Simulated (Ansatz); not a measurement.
Cost and result up the ladder for Cu12S (13 atoms). Charge 0, multiplicity 1. Geometry: r2SCAN-D4/def2-SVP.

```xyz
13

S    -2.1858    1.8397   -1.7150
Cu   -0.2622   -0.1638    1.2075
Cu   -0.5213   -1.2957   -1.1674
Cu   -2.1829    0.0936   -0.3126
Cu   -0.3963    0.6580   -2.4008
Cu    0.5267    0.4509    3.3974
Cu   -0.4741    1.8710   -0.2663
Cu   -1.5060   -2.0464    0.7917
Cu    2.0037   -0.4643    1.8125
Cu    1.1177    1.7305    1.4724
Cu    1.1932   -1.9636    0.2158
Cu    1.3336   -1.0293   -2.4995
Cu    1.3537    0.3194   -0.5355
```

Ansatz on 2 threads of AMD EPYC 7R13 on a shared host and a share (18 GiB) of an NVIDIA H100 80GB HBM3. Times are rough, and most runs start from the orbitals of an earlier one. PBE0-D4/def2-TZVP serves as the yardstick here, not as an exact answer. Differences are given only for rows in sets of like size (and for xTB, whose basis is part of the method), since another set adds its own error. Binding counts from free atoms at the same level (S triplet, Cu doublet; other spins of the atoms weren't run), without zero-point energy or a counterpoise term.

B3LYP takes the VWN-RPA correlation. Correlated methods freeze 113 core orbitals. The rows differ in basis, and correlated rows in double-zeta sets carry the largest basis error. Single mean-field runs in def2-TZVP are fitted with def2-universal-jkfit. No other spin state of charge 0 was run. Another isomer (singlet) lies 0.09 eV lower at PBE0-D4/def2-TZVP; other spin states weren't run for this one.

Correlated methods converge slowly with the basis, most of all in double-zeta sets.

```csv
level,functions,binding energy per atom (eV),difference from PBE0-D4/def2-TZVP (eV),remarks
B3LYP-D4/def2-TZVP,577,2.06,-0.09,–
r2SCAN-D4/def2-TZVP,577,2.54,0.39,–
PBE0-D4/def2-SVP,390,2.62,–,–
PBE-D4/def2-TZVP (with forces),577,2.49,0.34,–
PBE0-D4/def2-TZVP,577,2.15,0.00,–
MP2/def2-SVP,390,2.37,–,test for broken spin undecided
PBE-D4/def2-SVP,390,3.12,–,–
RPA@PBE/def2-SVP,390,2.01,–,–
```

**Question.** Estimate how long each takes.

**Answer.** r2SCAN-D4/def2-TZVP 5.5 s; PBE-D4/def2-SVP 7.5 s; PBE0-D4/def2-SVP 8 s; MP2/def2-SVP 8 s; B3LYP-D4/def2-TZVP 9 s; PBE-D4/def2-TZVP (with forces) 9.5 s; RPA@PBE/def2-SVP 11 s; PBE0-D4/def2-TZVP 13 s. On shared hardware such times vary by a factor of up to 3.
